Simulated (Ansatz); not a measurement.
Reaction (formal hydrolysis of the Nb–N bond): `[NH]=[Nb]([NH2])([NH2])[NH2]` + H₂O → `[NH]=[Nb]([NH2])([NH2])[OH]` + NH₃

Program: Ansatz. Geometries: PBE0-D4/def2-TZVP. ΔE: electronic, gas phase. CBS: MP2 limit from def2 TZ/QZ plus the TZ coupled-cluster correction, frozen cores. This one scheme is used for every species. Functionals use def2-TZVPP. Elements past krypton have def2 core potentials. For Nb outer-core shells are correlated without core-valence functions, which leaves a few kJ/mol of doubt a bond. One conformer a species, not always the lowest.

```csv
level,ΔE (kJ/mol)
LDA (SPW92),-59.8
SCS-MP2/def2-QZVPP,-58.8
```

What does CCSD(T)/CBS give? (Estimate.)

The calculation gave: -56.9 kJ/mol. The listed levels differ from it by -2.9, -1.9 kJ/mol.

Largest T1 diagnostic among the species: 0.020, so the coupled-cluster value is less sure than usual.

In def2-TZVPP, CCSD(T) changes the Hartree–Fock value by +9.8 kJ/mol (the triples alone add +1.2 kJ/mol) and MP2 by +10.6 kJ/mol. At CCSD(T), def2-SVP lies −8.3 kJ/mol from the extrapolated value and def2-TZVPP −1.4 kJ/mol. The D4 term adds +3.1 kJ/mol with B3LYP and +1.8 kJ/mol with PBE0; it sums over pairs of atoms, weighted by their polarisabilities, and B3LYP, whose exchange is more repulsive, gets the larger term.

B3LYP here is the variant with VWN-RPA as its local correlation; programs differ in this.
